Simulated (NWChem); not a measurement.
Molecule: C4H5F; SMILES C1CC(=C1)F

```xyz
10

F     -0.0097    -1.8369     0.0000
C      0.0581    -0.5203     0.0000
C      1.0699     0.3527     0.0000
C      0.1038     1.5210     0.0000
C     -1.0554     0.4750     0.0000
H      2.1571     0.2739     0.0000
H      0.1310     2.1616    -0.8963
H      0.1310     2.1616     0.8963
H     -1.6950     0.4824    -0.8972
H     -1.6950     0.4824     0.8972
```
Atoms are numbered in this order, from 1.

Computed with NWChem. Coordinates come from a PBE0/def2-SVP optimisation. Total energies compare along this basis series because the functional is fixed.

```json
[
 {"level": "PBE/cc-pVDZ", "basis functions": "95", "energy (Ha)": "-254.9260", "highest occupied level (eV)": "-5.65", "orbital gap (eV)": "5.56", "dipole (D)": "1.05"},
 {"level": "PBE/aug-cc-pVDZ", "basis functions": "160", "energy (Ha)": "-254.9453", "highest occupied level (eV)": "-5.88", "orbital gap (eV)": "5.40", "dipole (D)": "1.38"},
 {"level": "PBE/cc-pVTZ", "basis functions": "220", "energy (Ha)": "-255.0064", "highest occupied level (eV)": "-5.83", "orbital gap (eV)": "5.52", "dipole (D)": "1.22"}
]
```
